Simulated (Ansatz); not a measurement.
Relaxation of K₂O₂⁻ with UKS r2SCAN-D4/def2-TZVPD.

```sh
$ ansatz run in.yaml --threads 4 --pin off --events-out ev --progress --plain --max-ram 3916MiB
```

```yaml
crystal:
  periodic: [false, false, false]
  atoms:
    - {symbol: K, position_ang: [-0.716100, 1.161130, 0.417320]}
    - {symbol: K, position_ang: [-1.492640, -2.260850, 0.422120]}
    - {symbol: O, position_ang: [0.827360, 0.610620, -1.066400]}
    - {symbol: O, position_ang: [1.381370, 0.489100, 0.226950]}
basis:
  gaussian: {orbitals: def2-TZVPD}
total_charge: -1
magnetization: {spin_polarized: true, initial_magnetization: 1}
hamiltonian: {xc: r2scan, dispersion: d4}
scf: {lower_state_search: "off"}
output: {orbitals: {seedname: orbitals}}
relax: {f_tol: 0.02, max_steps: 100}
```

It took 30 s on 4 threads of AMD EPYC 9B45 on a shared host.

Positions (Å) and forces (eV/Å) at steps 1, 2, 3, 4, 5, 6, 7, 8, 9, 10, 11, 12, 13, 14, 15, 16, 17, 19, 20 of 20:

```xyz
4
step=1 energy=-36739.1060 eV
K    -0.716    1.161    0.417   -2.690    1.244    1.286
K    -1.493   -2.261    0.422    0.006   -0.222   -0.046
O     0.827    0.611   -1.066    1.959   -0.698    0.864
O     1.381    0.489    0.227    0.725   -0.324   -2.104
4
step=2 energy=-36739.5804 eV
K    -0.827    1.251    0.484   -0.649    0.543    0.332
K    -1.473   -2.269    0.398    0.036   -0.185   -0.040
O     0.868    0.538   -1.070    0.808   -0.240    1.006
O     1.432    0.481    0.188   -0.194   -0.117   -1.298
4
step=3 energy=-36739.7054 eV
K    -0.899    1.425    0.526    0.120    0.128   -0.030
K    -1.398   -2.305    0.368    0.097   -0.043   -0.049
O     0.877    0.482   -1.053   -0.322   -0.022   -0.453
O     1.420    0.398    0.159    0.105   -0.064    0.532
4
step=4 energy=-36739.7491 eV
K    -0.866    1.579    0.533    0.130    0.012   -0.064
K    -1.329   -2.362    0.327    0.126    0.072   -0.054
O     0.823    0.418   -1.038   -0.291   -0.034   -0.238
O     1.372    0.366    0.178    0.036   -0.049    0.356
4
step=5 energy=-36739.8128 eV
K    -0.808    1.768    0.528    0.124   -0.064   -0.067
K    -1.204   -2.393    0.255    0.175    0.193   -0.072
O     0.706    0.309   -0.994   -0.152   -0.090    0.156
O     1.306    0.316    0.211   -0.147   -0.038   -0.017
4
step=6 energy=-36739.9132 eV
K    -0.754    1.911    0.518    0.132   -0.098   -0.085
K    -1.061   -2.357    0.178    0.237    0.292   -0.103
O     0.575    0.182   -0.937   -0.073   -0.118    0.452
O     1.239    0.264    0.241   -0.295   -0.075   -0.263
4
step=7 energy=-36739.9168 eV
K    -0.754    1.974    0.522    0.212   -0.195   -0.123
K    -1.031   -2.383    0.163    0.248    0.320   -0.104
O     0.560    0.167   -0.925   -0.328   -0.115    0.085
O     1.225    0.241    0.240   -0.133   -0.010    0.143
4
step=8 energy=-36740.0412 eV
K    -0.663    2.006    0.452    0.026    0.124    0.087
K    -0.890   -2.281    0.146    0.292    0.337   -0.101
O     0.454    0.184   -0.870   -0.713   -0.279   -1.140
O     1.099    0.090    0.273    0.395   -0.182    1.154
4
step=9 energy=-36740.1750 eV
K    -0.587    2.075    0.410   -0.002    0.240    0.162
K    -0.740   -2.189    0.121    0.239    0.245   -0.085
O     0.362    0.162   -0.840   -0.715   -0.208   -1.467
O     0.965   -0.048    0.309    0.478   -0.277    1.389
4
step=10 energy=-36740.3249 eV
K    -0.452    2.221    0.396    0.099   -0.074   -0.036
K    -0.598   -2.228    0.060    0.148    0.162   -0.038
O     0.247    0.065   -0.839   -0.454    0.031   -0.737
O     0.803   -0.058    0.383    0.207   -0.119    0.811
4
step=11 energy=-36740.3128 eV rejected
K    -0.333    2.238    0.352    0.108   -0.177   -0.041
K    -0.467   -2.127    0.048   -0.403   -0.852   -0.134
O     0.157    0.037   -0.846   -0.237    0.226   -0.550
O     0.643   -0.149    0.446    0.532    0.803    0.725
4
step=12 energy=-36740.3754 eV
K    -0.365    2.225    0.372    0.034   -0.002   -0.064
K    -0.546   -2.221    0.040    0.126    0.141   -0.010
O     0.186    0.039   -0.846   -0.137    0.059   -0.075
O     0.724   -0.044    0.434   -0.023   -0.198    0.149
4
step=13 energy=-36740.3924 eV
K    -0.288    2.279    0.338    0.028   -0.009   -0.053
K    -0.494   -2.265    0.014    0.096    0.125   -0.009
O     0.126    0.039   -0.819   -0.103    0.042   -0.049
O     0.656   -0.053    0.467   -0.021   -0.157    0.111
4
step=14 energy=-36740.4143 eV
K    -0.163    2.330    0.273    0.018    0.034   -0.009
K    -0.404   -2.301   -0.030    0.028    0.005   -0.011
O     0.021    0.043   -0.769   -0.043   -0.007   -0.035
O     0.546   -0.072    0.525   -0.003   -0.032    0.055
4
step=15 energy=-36740.4257 eV
K     0.003    2.416    0.206    0.017   -0.104   -0.022
K    -0.286   -2.379   -0.089    0.025    0.048    0.003
O    -0.114    0.035   -0.710    0.036    0.039    0.153
O     0.397   -0.072    0.594   -0.079    0.017   -0.134
4
step=16 energy=-36740.4299 eV
K     0.143    2.426    0.151   -0.007   -0.092   -0.014
K    -0.162   -2.400   -0.138    0.007    0.056    0.007
O    -0.239    0.039   -0.664    0.084    0.022    0.223
O     0.259   -0.065    0.650   -0.084    0.015   -0.216
4
step=17 energy=-36740.4317 eV
K     0.140    2.404    0.147    0.004    0.042    0.007
K    -0.152   -2.386   -0.143   -0.002   -0.016   -0.004
O    -0.244    0.048   -0.652   -0.038   -0.017   -0.096
O     0.256   -0.065    0.648    0.035   -0.008    0.093
4
step=19 energy=-36740.4321 eV
K     0.146    2.410    0.146    0.000    0.000    0.000
K    -0.149   -2.390   -0.144    0.000    0.001    0.000
O    -0.249    0.045   -0.653   -0.001   -0.001   -0.001
O     0.251   -0.065    0.651    0.000    0.000    0.001
4
step=20 energy=-36740.4321 eV
K     0.147    2.410    0.146    0.000    0.000    0.000
K    -0.148   -2.390   -0.144    0.000    0.000    0.000
O    -0.250    0.045   -0.653    0.000    0.000   -0.001
O     0.250   -0.065    0.651    0.000    0.000    0.001
```

The structure holds 1 bond(s) between oxygen atoms. The charge -1 doublet is spin-contaminated (final ⟨S²⟩ up to 1.38, 0.75 for a pure state). The highest occupied level of the charge -1 doublet lies above zero (up to 0.71 eV). Its loss leaves the charge 0 singlet, which lies 0.47 eV higher (vertical, at r2SCAN-D4/def2-TZVPD), but this difference is unsure: the singlet is doubtful (geometry relaxed on an unsound state). An occupied level of the charge -1 doublet lies above an empty one (by up to 0.23 eV), so this SCF solution is probably not the lowest. The gap within one spin of the charge -1 doublet nearly closes, so an electron or hole may be smeared out by delocalisation error. The relaxation made no stability test and no search for a lower SCF solution. The order of the spin states hangs on the level: the quartet lies 0.14 eV below the doublet at PBE0-D4/def2-TZVPD, but 0.07 eV above it at r2SCAN-D4/def2-TZVPD. The doublet is doubtful at PBE0-D4/def2-TZVPD (⟨S²⟩ 1.60, where a pure state has 0.75). The doublet is doubtful at r2SCAN-D4/def2-TZVPD (⟨S²⟩ 1.38, where a pure state has 0.75). The structure comes from a short search, and lower isomers may exist.
